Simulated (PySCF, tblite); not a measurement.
Isomers of C4H7ClO2Si. Method: GFN2-xTB as coded in tblite; computed harmonic values from a numerical Hessian at the method's own geometry, unscaled. Against measured fundamentals such values can be off by several per cent, at times by over 20. Modes of hydrogen on silicon can be 10 to 20 % off. One conformer each.

Electronic energies: PBE0/pcSseg-1 single points on the GFN2-xTB geometries (PySCF, gas phase).

```json
{"SMILES": "O=CCC(=O)[SiH2]CCl", "electronic energy, lowest = 0 (kJ/mol)": "69.7"}
{"SMILES": "CO[C@@H]1C=C(Cl)[SiH2]O1", "electronic energy, lowest = 0 (kJ/mol)": "0.0"}
{"SMILES": "O=C=C(Cl)CCO[SiH3]", "electronic energy, lowest = 0 (kJ/mol)": "74.9"}
{"SMILES": "CO[SiH2]CC(Cl)=C=O", "electronic energy, lowest = 0 (kJ/mol)": "52.3"}
```

Problem. How do GFN2-xTB zero-point energies change the relative energies?

Solution. 
```json
{"SMILES": "CO[C@@H]1C=C(Cl)[SiH2]O1", "ZPE (kJ/mol)": "266.7", "of it from modes above 1550 cm⁻¹": "126.1", "electronic (kJ/mol)": "0.0", "with ZPE, lowest = 0 (kJ/mol)": "0.0", "lowest mode (cm⁻¹)": "69", "rings": "1"}
{"SMILES": "CO[SiH2]CC(Cl)=C=O", "ZPE (kJ/mol)": "260.9", "of it from modes above 1550 cm⁻¹": "129.5", "electronic (kJ/mol)": "52.3", "with ZPE, lowest = 0 (kJ/mol)": "46.6", "lowest mode (cm⁻¹)": "33", "rings": "0"}
{"SMILES": "O=CCC(=O)[SiH2]CCl", "ZPE (kJ/mol)": "259.6", "of it from modes above 1550 cm⁻¹": "137.1", "electronic (kJ/mol)": "69.7", "with ZPE, lowest = 0 (kJ/mol)": "62.7", "lowest mode (cm⁻¹)": "44", "rings": "0"}
{"SMILES": "O=C=C(Cl)CCO[SiH3]", "ZPE (kJ/mol)": "257.3", "of it from modes above 1550 cm⁻¹": "124.8", "electronic (kJ/mol)": "74.9", "with ZPE, lowest = 0 (kJ/mol)": "65.5", "lowest mode (cm⁻¹)": "24", "rings": "0"}
```

The zero-point energies span 9.4 kJ/mol, from `O=C=C(Cl)CCO[SiH3]` to `CO[C@@H]1C=C(Cl)[SiH2]O1`. The order is unchanged.

Problem. And how do the electronic energies of GFN2-xTB itself compare?

Solution. `CO[C@@H]1C=C(Cl)[SiH2]O1` 0.0; `CO[SiH2]CC(Cl)=C=O` 62.6; `O=CCC(=O)[SiH2]CCl` 214.1; `O=C=C(Cl)CCO[SiH3]` 32.8 kJ/mol, lowest = 0. Against the energies above, taken from the same isomer `CO[C@@H]1C=C(Cl)[SiH2]O1`, the largest difference is 144.4 kJ/mol.

Problem. What do entropy and thermal enthalpy add at 298.15 K and 1 bar (rigid rotor, harmonic oscillator, one conformer each)?

Solution. 
```json
{"SMILES": "CO[C@@H]1C=C(Cl)[SiH2]O1", "point group": "C1", "symmetry number": "1", "S (J/(mol K))": "396.7", "H − H(0) (kJ/mol)": "26.72", "ZPE + H − H(0) − TS (kJ/mol)": "175.1"}
{"SMILES": "CO[SiH2]CC(Cl)=C=O", "point group": "C1", "symmetry number": "1", "S (J/(mol K))": "453.7", "H − H(0) (kJ/mol)": "31.83", "ZPE + H − H(0) − TS (kJ/mol)": "157.5"}
{"SMILES": "O=CCC(=O)[SiH2]CCl", "point group": "C1", "symmetry number": "1", "S (J/(mol K))": "424.8", "H − H(0) (kJ/mol)": "29.41", "ZPE + H − H(0) − TS (kJ/mol)": "162.4"}
```

Not tabulated: `O=C=C(Cl)CCO[SiH3]` (lowest mode only 24 cm⁻¹).
